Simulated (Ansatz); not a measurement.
Cost and result for the atomization energy of CH₃F₂Si, SMILES `C[Si](F)F` radical (7 atoms, 6 bonds).

Charge 0, multiplicity 2. All single points use the PBE0-D4/def2-TZVP geometry. Program: Ansatz. All runs use 2 threads of a server CPU on a shared host. Times are those of one run each, without the atoms' runs, and a repeat can differ threefold. Electronic energies, without spin–orbit coupling; frozen cores. CCSD(T)/CBS adds CCSD(T) − MP2 in def2-TZVPP to the MP2 limit, and its time is that of the two runs behind it. T1 = 0.013; ⟨S²⟩ of the reference is 0.75. B3LYP takes the VWN-RPA correlation (the form of Gaussian; ORCA's B3LYP/G). HSE06 is the plane-wave form, built on full-range PBE exchange.

CCSD(T)/CBS is a level of theory with its own doubt, some kJ/mol a heavy atom from the limit and from the frozen cores, so smaller differences don't rank the functionals.

| level | functions | wall time | atomization (kJ/mol) | difference from CCSD(T)/CBS | per bond |
| --- | --- | --- | --- | --- | --- |
| LDA (SPW92)/def2-TZVPP | 177 | 1.1 s | 3100.6 | 372.4 | 62.1 |
| revPBE-D4/def2-TZVPP | 177 | 2 s | 2692.0 | -36.2 | -6.0 |
| BLYP-D4/def2-TZVPP | 177 | 2.3 s | 2715.4 | -12.8 | -2.1 |
| PBE-D4/def2-TZVPP (with forces) | 177 | 2.5 s | 2763.9 | 35.7 | 5.9 |
| HSE06-D4/def2-TZVPP | 177 | 2.6 s | 2710.8 | -17.4 | -2.9 |
| PBE0-D4/def2-TZVPP | 177 | 2.8 s | 2709.2 | -19.0 | -3.2 |
| B3LYP-D4/def2-TZVPP (with forces) | 177 | 3.5 s | 2712.0 | -16.2 | -2.7 |
| r2SCANh-D4/def2-TZVPP | 177 | 3.8 s | 2720.3 | -7.9 | -1.3 |
| CCSD(T)/def2-SVP | 75 | 4 s | 2522.6 | -205.6 | -34.3 |
| r2SCAN-D4/def2-TZVPP (with forces) | 177 | 4.8 s | 2741.4 | 13.2 | 2.2 |
| MP2/def2-QZVPP | 331 | 11 s | 2777.1 | 48.9 | 8.2 |
| CCSD(T)/def2-TZVPP | 177 | 66 s | 2652.6 | -75.6 | -12.6 |
| CCSD(T)/CBS(def2) | – | 77 s | 2728.2 | 0.0 | 0.0 |

In def2-TZVPP, CCSD(T) changes the Hartree–Fock value by +587.3 kJ/mol (the triples alone add +35.0 kJ/mol) and MP2 by +665.0 kJ/mol; breaking electron pairs costs correlation energy, which Hartree–Fock lacks. At CCSD(T), def2-SVP lies −205.6 kJ/mol from the extrapolated value and def2-TZVPP −75.6 kJ/mol: correlation converges slowly with the basis, and small sets miss more of it in the bonded molecule than in its fragments. From BLYP to BHLYP (50 % exact exchange), in def2-TZVPP and without D4, the atomization energy moves by −71.7 kJ/mol: exact exchange takes away binding that semilocal exchange gives to molecules.
